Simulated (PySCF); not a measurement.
**Working out the ionisation energy of Kr⁺**

Kr⁺ [Ar] 3d10 4s2 4p5 (2P) → Kr²⁺ [Ar] 3d10 4s2 4p4 (3P). Calculation: PySCF 2.14, in def2-QZVPPD (12s8p5d4f1g, 98 functions); the non-relativistic Hamiltonian (point nucleus). Frozen: [Ne]. Energies in hartree (1 hartree = 27.21139 eV):

| part | Kr⁺ (lower) | Kr²⁺ (upper) |
| --- | --- | --- |
| UHF | -2751.574212 | -2750.720805 |
| MP2 opposite-spin | -0.531458 | -0.501967 |
| MP2 same-spin | -0.263649 | -0.253723 |

What does Hartree-Fock give?

(-2750.720805) − (-2751.574212) = 0.853407 hartree = 23.222 eV.

What do MP2 and SCS-MP2 (6/5 opposite-spin, 1/3 same-spin) give?

The opposite-spin parts differ by 0.802 eV and the same-spin parts by 0.270 eV. MP2: 23.222 + (0.802) + (0.270) = 24.294 eV. SCS-MP2: 23.222 + 1.2 × (0.802) + (0.270)/3 = 24.274 eV.

A first-order spin-orbit estimate adds -0.021 eV to MP2 (valence and next inner shell), giving 24.273 eV against 24.360 eV (measured; NIST Atomic Spectra Database, ionization energies).

The calculation is non-relativistic.

What remains against the reference includes basis incompleteness, the frozen core and correlation beyond second order.
